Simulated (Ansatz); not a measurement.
`C#C[Si](F)(F)Cl` + `[SH][GeH2][Cl]` → `F[Si](F)(Cl)[S][GeH2][Cl]` + acetylene  (ligand exchange at the Si–C bond)

Calculated with Ansatz (gas phase, PBE0-D4/def2-TZVP geometries, no zero-point term in ΔE). CCSD(T)/CBS adds triple-zeta CCSD(T) − MP2 to the extrapolated MP2 energy (def2 sets, frozen cores). This one scheme is used for every species. Functionals use def2-TZVPP. B3LYP here is the variant with VWN-RPA as its local correlation; programs differ in this. For Ge outer-core shells are correlated without core-valence functions, which leaves a few kJ/mol of doubt a bond. Scalar relativity is left out up to krypton. Each species was taken in one conformer, which may not be the lowest.

`C#C[Si](F)(F)Cl`:

Cartesian coordinates in Å:
```
C -0.250 1.921 0.470
C -0.138 0.754 0.194
Si 0.052 -0.982 -0.221
F -0.929 -1.367 -1.391
F -0.321 -1.877 1.019
Cl 1.938 -1.404 -0.786
H -0.351 2.954 0.714
```

`[SH][GeH2][Cl]`:

Cartesian coordinates in Å:
```
S -1.000 1.345 -0.571
Ge -0.025 -0.528 0.063
Cl 0.877 -0.303 2.009
H 0.161 1.982 -0.799
H 1.114 -0.914 -0.886
H -1.127 -1.582 0.184
```

`F[Si](F)(Cl)[S][GeH2][Cl]`:

Z-matrix (Å, degrees):
```
Si
F 1 1.576
Cl 1 2.015 2 108.0
F 1 1.580 2 107.8 3 116.3
S 1 2.096 2 107.8 3 -123.9
Ge 5 2.229 1 99.8 2 -150.4
Cl 6 2.145 5 110.0 1 -60.6
H 6 1.527 5 111.1 1 58.3
H 6 1.529 5 104.4 1 -176.9
```

`C#C`:

Cartesian coordinates in Å:
```
C -0.166 0.232 0.526
C 0.166 -0.232 -0.526
H -0.461 0.646 1.462
H 0.461 -0.646 -1.462
```

(1) Is it downhill or uphill in electronic energy at CCSD(T)/CBS, and by how much? (Estimate.)

(2) What do these levels give: B3LYP-D4, ωB97M-V, B2PLYP, PBE0, B3LYP, HF/def2-TZVPP, CCSD/def2-TZVPP, CCSD(T)/def2-TZVPP, HF/def2-QZVPP, HF/CBS(def2), MP2/CBS(def2), CCSD/CBS(def2)? (An estimate is asked.)

Largest T1 diagnostic among the species: 0.013.

## Answers

(1) The calculation gave: Downhill: ΔE = -5.6 kcal/mol.

(2) Computed: B3LYP-D4 -5.9, ωB97M-V -6.2, B2PLYP -3.5, PBE0 -4.5, B3LYP -2.4, HF/def2-TZVPP -1.8, CCSD/def2-TZVPP -3.8, CCSD(T)/def2-TZVPP -4.4, HF/def2-QZVPP -1.6, HF/CBS(def2) -1.6, MP2/CBS(def2) -6.4, CCSD/CBS(def2) -5.0 kcal/mol.

The D4 term adds −3.5 kcal/mol with B3LYP and −1.9 kcal/mol with PBE0; it sums over pairs of atoms, weighted by their polarisabilities, and B3LYP, whose exchange is more repulsive, gets the larger term. In def2-TZVPP, CCSD(T) changes the Hartree–Fock value by −2.6 kcal/mol (the triples alone add −0.5 kcal/mol) and MP2 by −3.4 kcal/mol.
